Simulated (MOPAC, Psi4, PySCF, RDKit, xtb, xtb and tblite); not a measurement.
Two geometries of C₈H₉F, SMILES FCCc1ccccc1, relaxed at GFN2-xTB with one dihedral held; other torsions can differ between them too.

Structure A

```
18

F      3.8165    -0.1020    -0.0683
C      2.5448    -0.1604     0.4521
C      1.4960    -0.0440    -0.6641
C      0.6066    -1.2555    -0.7251
C     -0.7217    -1.1891    -0.3288
C     -1.5253    -2.3159    -0.3683
C     -1.0071    -3.5236    -0.8016
C      0.3181    -3.5998    -1.1973
C      1.1185    -2.4730    -1.1592
H      2.4701    -1.1192     0.9755
H      2.4731     0.6593     1.1730
H      0.8940     0.8532    -0.5187
H      2.0350     0.0611    -1.6084
H     -1.1319    -0.2485     0.0107
H     -2.5581    -2.2499    -0.0590
H     -1.6335    -4.4027    -0.8323
H      0.7276    -4.5393    -1.5383
H      2.1518    -2.5333    -1.4699
```

Structure B

```
18

F      3.7403     0.3638     0.3022
C      2.4056     0.1517     0.5439
C      1.6501    -0.2895    -0.7287
C      2.5675    -0.3774    -1.9206
C      3.2163    -1.5662    -2.2249
C      4.0786    -1.6399    -3.3041
C      4.3043    -0.5232    -4.0900
C      3.6645     0.6671    -3.7907
C      2.8020     0.7390    -2.7116
H      2.3595    -0.6134     1.3252
H      2.0172     1.0969     0.9360
H      1.1922    -1.2636    -0.5518
H      0.8544     0.4271    -0.9370
H      3.0460    -2.4402    -1.6121
H      4.5769    -2.5712    -3.5309
H      4.9782    -0.5799    -4.9322
H      3.8386     1.5431    -4.3985
H      2.3071     1.6716    -2.4799
```

### Question
Which is lower in energy at the level PBE0-D3(BJ)/def2-SVP // GFN2-xTB run with Psi4, and by how much?

### Answer
A is lower, by 1.73 kcal/mol (dihedral F1–C2–C3–C4: 120° in A, 0° in B).

E(B) − E(A) in kcal/mol at the other levels, on the same two geometries: GFN2-xTB (xtb and tblite) 2.26; MMFF94 // GFN2-xTB (RDKit) 5.00; PBE0/def2-SVP // GFN2-xTB (Psi4) 1.79; PBE/def2-SVP // GFN2-xTB (Psi4) 1.54; PBE-D3(BJ)/def2-SVP // GFN2-xTB (Psi4) 1.48; UFF // GFN2-xTB (RDKit) 0.71; AM1, restricted, heats of formation // GFN2-xTB (MOPAC) 3.91; PM7, restricted, heats of formation // GFN2-xTB (MOPAC) 1.35; GFN1-xTB // GFN2-xTB (xtb) 1.62; restricted B3LYP/6-31G*, spherical d, density fitting // GFN2-xTB (PySCF) 1.66; restricted MP2 (frozen core)/6-31G*, spherical d // GFN2-xTB (PySCF) 1.60; restricted LDA (SVWN5)/6-31G*, spherical d, density fitting // GFN2-xTB (PySCF) 1.66; restricted M06-2X/6-31G*, spherical d, density fitting // GFN2-xTB (PySCF) 1.62.
